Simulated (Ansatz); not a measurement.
Cost and result for the atomization energy of `[BH2][AlH][O][SiH2]C` (13 atoms, 12 bonds).

Cartesian coordinates in Å:
```
B 0.108 -2.095 -2.655
Al 0.647 -0.201 -1.864
O 0.432 0.066 -0.211
Si 0.149 0.077 1.390
C -0.667 1.667 1.912
H 0.879 -3.011 -2.729
H -0.991 -2.337 -3.071
H 1.239 1.007 -2.710
H -0.727 -1.075 1.752
H 1.443 -0.088 2.113
H -0.844 1.667 2.991
H -1.630 1.796 1.412
H -0.037 2.526 1.670
```

The species carries charge 0 and has multiplicity 1. The geometry is a stationary point of PBE0-D4/def2-TZVP. It is one conformer, not always the lowest. Program: Ansatz. All runs use 4 threads of an Intel Xeon Platinum 8175M on a shared host. Times are those of one run each, without the atoms' runs, and a repeat can differ threefold. Electronic energies, without spin–orbit coupling; frozen cores. CCSD(T)/CBS adds CCSD(T) − MP2 in def2-TZVPP to the MP2 limit, and its time is that of the two runs behind it. T1 = 0.011. B3LYP takes the VWN-RPA correlation (the form of Gaussian; ORCA's B3LYP/G).

CCSD(T)/CBS is a level of theory with its own doubt, some kJ/mol a heavy atom from the limit and from the frozen cores, so smaller differences don't rank the functionals.

```
                             level  functions  wall time  atomization (kcal/mol)  difference from CCSD(T)/CBS  per bond
   PBE-D4/def2-TZVPP (with forces)        289      3.7 s                  1067.7                         -3.1      -0.3
                PBE0-D4/def2-TZVPP        289      3.9 s                  1060.7                        -10.1      -0.8
r2SCAN-D4/def2-TZVPP (with forces)        289        6 s                  1072.8                          2.0       0.2
 B3LYP-D4/def2-TZVPP (with forces)        289      6.5 s                  1069.9                         -0.9      -0.1
                 B2PLYP/def2-TZVPP        289      7.5 s                  1059.4                        -11.4      -0.9
                ωB97X-V/def2-TZVPP        289       10 s                  1074.9                          4.1       0.3
  ωB97M-V/def2-TZVPP (with forces)        289       15 s                  1072.5                          1.7       0.1
                    MP2/def2-QZVPP        551       28 s                  1070.0                         -0.8      -0.1
                CCSD(T)/def2-TZVPP        289    2.1 min                  1045.3                        -25.5      -2.1
                 CCSD(T)/CBS(def2)          –    2.6 min                  1070.8                          0.0       0.0
```

From PBE to PBE0 (25 % exact exchange), in def2-TZVPP and without D4, the atomization energy moves by −6.2 kcal/mol: exact exchange takes away binding that semilocal exchange gives to molecules. In def2-TZVPP, CCSD(T) changes the Hartree–Fock value by +220.5 kcal/mol (the triples alone add +10.1 kcal/mol) and MP2 by +229.7 kcal/mol; breaking electron pairs costs correlation energy, which Hartree–Fock lacks. The D4 term adds +9.2 kcal/mol with B3LYP and +4.9 kcal/mol with PBE0; it sums over pairs of atoms, weighted by their polarisabilities, and B3LYP, whose exchange is more repulsive, gets the larger term.
